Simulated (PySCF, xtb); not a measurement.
B(Cl)(H)(NHMe) (CH5BClN), SMILES CNBCl. Other conformers were not sampled.

Harmonic wavenumbers (cm⁻¹) from xtb with GFN2-xTB at its own minimum, in rising order: 159, 183, 229, 374, 653, 741, 793, 979, 1056, 1110, 1113, 1278, 1410, 1461, 1477, 1498, 2642, 2958, 2977, 3046, 3426.

**Question.** What does PBE-D3(BJ)/def2-SVP in PySCF 2.14.0 give at its own minimum? (Estimate from the structure and the level; the computed values follow.)

**Answer.** 164, 198, 233, 388, 675, 794, 829, 970, 1067, 1103, 1126, 1258, 1393, 1415, 1420, 1515, 2583, 2950, 3015, 3082, 3500. Paired by order, the mean absolute difference is 27 cm⁻¹ and the zero-point energies are 42.3 and 42.4 kcal/mol.
